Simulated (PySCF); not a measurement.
Input file for PySCF: R-B3LYP/LANL2DZ on H2OSn (SMILES [OH][SnH]), a point of a bond scan (R = 3.155 Å).

```python
from pyscf import gto, scf, dft, mp
from pyscf.data.elements import chemcore

mol = gto.M(
    atom='''
    Sn   -0.18386056   -0.15025870    0.19526245
    H    -2.40871744    0.13848763   -2.02267119
    O     1.21528417    0.79939053   -0.86933130
    H     0.92596202    1.10307134   -1.73634394
    ''',
    basis='lanl2dz',
    ecp={'Sn': 'lanl2dz'},
    charge=0, spin=0, verbose=3, max_memory=1800)
mf = dft.RKS(mol, xc='b3lyp')
mf.conv_tol = 1e-8
mf.max_cycle = 100
mf.kernel()
if not mf.converged:
    mf = mf.newton().run(mf.mo_coeff, mf.mo_occ)
```

It printed:

```
converged SCF energy = -79.7111733063178
```

Self-consistency was reached.

Cost: very roughly 1.6 core-seconds.
